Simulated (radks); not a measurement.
Question: Radial electron density D(r) = 4 pi r^2 rho(r) of an atom or ion with 51 electrons. Calculated with a radial shooting solver on a logarithmic mesh with Libxc functionals: Dirac Kohn-Sham, PBE, spin-unpolarised, spherical densities, finite nucleus; Fermi nuclear charge, rms radius of each element as measured or else 0.836 A^(1/3) + 0.57 fm.

```
   r/bohr * D(r) (the largest magnitude, 88, reaches the edge; | marks zero)
 0.002025 |   *
 0.002745 |      *
  0.00372 |         *
 0.005041 |               *
 0.006832 |                      *
  0.00926 |                              *
  0.01255 |                                      *
  0.01701 |                                          *
  0.02305 |                                          *
  0.03124 |                                      *
  0.04234 |                                      *
  0.05738 |                                             *
  0.07776 |                                                      *
   0.1054 |                                                  *
   0.1428 |                                        *
   0.1936 |                                         *
   0.2623 |                                             *
   0.3556 |                            *
   0.4819 |              *
   0.6531 |                *
   0.8851 |             *
      1.2 |      *
    1.626 |  *
    2.203 | *
    2.986 |*
    4.047 *
    5.484 *
```

What is the nuclear charge?

Answer: Z = 53. The innermost maximum, from 1s, lies near gamma/Z bohr with gamma = sqrt(1 - (Z/c)^2) = 0.922, here 0.0174 bohr (found: 0.0192), and its height grows with Z. The density is that of the iodine ion I2+ in [Kr] 4d10 5s2 5p3; the configuration itself is not fixed sharply by these data, and Z only to a few units. D(r) has 4 maxima, at r = 0.0192, 0.0842, 0.242, 0.696 bohr, and minima at 0.0375, 0.160, 0.510 bohr, inside which lie 2.04, 11.22, 28.96 electrons.
